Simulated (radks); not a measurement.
Fractional charge and spin in the 5p shell of platinum: the spin-up occupation runs from 2 to 3 and the spin-down occupation from 2 to 3; the fullest corner is Pt2+, [Kr] 4d10 4f14 5s2 5d(up 4, down 4) 5p(up 3, down 3). Method: scalar-relativistic Kohn-Sham, PBE, spin-polarised, spherical densities, point nucleus; computed with a radial shooting solver on a logarithmic mesh with Libxc functionals. Energy (eV) minus the two flat planes that join the four corners (they meet along the diagonal where the two added fractions sum to one electron); zero is where a piecewise linear energy would lie.

| down \ up | 2 | 2.25 | 2.5 | 2.75 | 3 |
|---|---|---|---|---|---|
| 2 | 0.000 | -1.551 | -2.059 | -1.536 | 0.000 |
| 2.25 | -1.551 | -1.998 | -1.415 | 0.180 | -1.444 |
| 2.5 | -2.059 | -1.415 | 0.240 | -1.324 | -1.912 |
| 2.75 | -1.536 | 0.180 | -1.324 | -1.853 | -1.424 |
| 3 | 0.000 | -1.444 | -1.912 | -1.424 | 0.000 |

Corners above the fullest one (they belong to Pt3+ and the next ion): (up 3, down 2) 84.306 eV, (up 2, down 3) 84.306 eV, (up 2, down 2) 185.47 eV. With half an added electron in each spin the energy lies 0.240 eV from the planes, and with half an added electron in spin up alone -2.059 eV. The planes are only a guide here: the flat-plane condition holds for ground states with one frontier orbital, while this shell lies below other occupied shells, so the corners above the fullest one are inner-hole states and not the ground states of those ions.
